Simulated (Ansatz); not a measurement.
**C4H4FNS: where a starting geometry ends**

The starting geometry of this gas-phase singlet was optimised with GFN2-xTB; its bonds are those of `Fc1cc(S)c[nH]1`.

| atom | x (Å) | y (Å) | z (Å) |
| --- | --- | --- | --- |
| C | 0.9673 | -0.2430 | -0.7590 |
| C | -0.0383 | -1.0902 | -0.3994 |
| C | 0.5024 | -1.8896 | 0.6376 |
| C | 1.7955 | -1.4931 | 0.8545 |
| F | 0.9922 | 0.7176 | -1.6880 |
| N | 2.0724 | -0.4745 | -0.0151 |
| S | -0.3297 | -3.1737 | 1.5078 |
| H | -1.0241 | -1.1387 | -0.8126 |
| H | -1.4743 | -3.0378 | 0.8449 |
| H | 2.5189 | -1.8589 | 1.5523 |
| H | 2.9451 | 0.0202 | -0.0947 |

Task: Predict what becomes of its bonds when it is optimised with PBE-D3(BJ)/def2-SVP.

Result: It keeps its bonds, and is `Fc1cc(S)c[nH]1`.

The energy falls by 0.15 eV over 20 steps:

| step | E − E(last) (eV) |
| --- | --- |
| 1 | 0.154 |
| 3 | 0.058 |
| 5 | 0.057 |
| 7 | 0.057 |
| 9 | 0.056 |
| 12 | 0.033 |
| 14 | 0.011 |
| 16 | 0.003 |
| 18 | 0.000 |
| 20 | 0.000 |

Final geometry (Å):

| atom | x (Å) | y (Å) | z (Å) |
| --- | --- | --- | --- |
| C | 0.9908 | -0.2001 | -0.8149 |
| C | -0.0106 | -1.1305 | -0.6164 |
| C | 0.4588 | -1.9761 | 0.4504 |
| C | 1.7182 | -1.5277 | 0.8388 |
| F | 1.0795 | 0.8179 | -1.6716 |
| N | 2.0313 | -0.4362 | 0.0486 |
| S | -0.3328 | -3.4232 | 1.0988 |
| H | -0.9538 | -1.2088 | -1.1642 |
| H | -1.3418 | -2.7884 | 1.7667 |
| H | 2.4001 | -1.9039 | 1.6070 |
| H | 2.8878 | 0.1153 | 0.0851 |

No frequencies were run, so the end isn't proven a minimum. Run with Ansatz 0.2.0, 48 s on 2 threads of Arm Neoverse V1, with other jobs on the host.
